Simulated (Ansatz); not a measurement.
Input file for C$_{2}$H$_{8}$GaNSi:

```yaml
crystal:
  periodic: [false, false, false]
  atoms:
    - {symbol: C, position_ang: [-1.777474, -0.804193, -0.975349]}
    - {symbol: Si, position_ang: [-0.337699, -1.248945, 0.125170]}
    - {symbol: C, position_ang: [0.707453, 0.281663, 0.419241]}
    - {symbol: N, position_ang: [1.047466, 0.826605, 1.528554]}
    - {symbol: Ga, position_ang: [1.781093, 1.865617, -0.152501]}
    - {symbol: H, position_ang: [-1.420877, -0.389781, -1.920681]}
    - {symbol: H, position_ang: [-2.417516, -0.060392, -0.496138]}
    - {symbol: H, position_ang: [-2.383015, -1.686213, -1.194704]}
    - {symbol: H, position_ang: [0.542142, -2.255665, -0.526871]}
    - {symbol: H, position_ang: [-0.801101, -1.786419, 1.440323]}
    - {symbol: H, position_ang: [0.752809, 0.419537, 2.421078]}
    - {symbol: H, position_ang: [0.988389, 3.195084, -0.360676]}
    - {symbol: H, position_ang: [3.318330, 1.643104, -0.307446]}
basis:
  gaussian: {orbitals: def2-SVP}
correlation: {method: ccsd_t}
```

```sh
$ ansatz run in.yaml --threads 4 --pin off --events-out ev --progress --plain --max-ram 10444MiB
```

Log, shortened:

```
Functional definition: HF
1338 factors; integrals over basis functions are off by at most 1.3e-3 eV
mean field evaluation 1: about -63849.7555 eV, gradient 3.1e1 eV
mean field evaluation 2: about -63849.7590 eV, gradient 3.1e1 eV
mean field evaluation 4: about -63852.6141 eV, gradient 4.5e0 eV
mean field evaluation 8: about -63852.6793 eV, gradient 3.2e-4 eV
mean field -63852.67933875 eV, -2346.5426847984 hartree, gradient 2.0e-6 eV, S^2 0.000000; 0 other end points of the search recorded, 0 dependent functions left out
17 core orbitals not correlated: weight in the atoms' cores, before any rotation towards them, 1.000 or more for the frozen orbitals, at most 0.000 for the correlated occupied ones
reference -63852.67933875 eV, -2346.5426847984 hartree; 19, 19 occupied and 96, 96 virtual orbitals, 1338 factors
second order -20.58889134 eV of doubles, -0.00000000 eV of singles
cycle   1  -20.98599828 eV  change   -4.0e-1 eV  update   1.3e-1
cycle   2  -21.74553469 eV  change   -7.6e-1 eV  update   4.0e-2
cycle   3  -21.89957563 eV  change   -1.5e-1 eV  update   2.0e-2
cycle   4  -21.89055380 eV  change    9.0e-3 eV  update   5.5e-3
cycle   5  -21.89121935 eV  change   -6.7e-4 eV  update   2.3e-3
cycle   6  -21.89080462 eV  change    4.1e-4 eV  update   6.5e-4
cycle   7  -21.89056585 eV  change    2.4e-4 eV  update   2.7e-4
cycle   8  -21.89059019 eV  change   -2.4e-5 eV  update   9.4e-5
cycle   9  -21.89059477 eV  change   -4.6e-6 eV  update   3.5e-5
perturbative correction -0.76772104 eV, -0.0282132279 hartree
Total energy: -63875.33765456 eV, -2347.3753625462 hartree
```

Hardware: 4 threads of an Arm Neoverse V2 on a shared host. Wall time 13 s, peak host memory 0.85 GiB.

The correlation energy is -22.658 eV, 3.4 % of it from (T); the T1 diagnostic reads 0.0142.
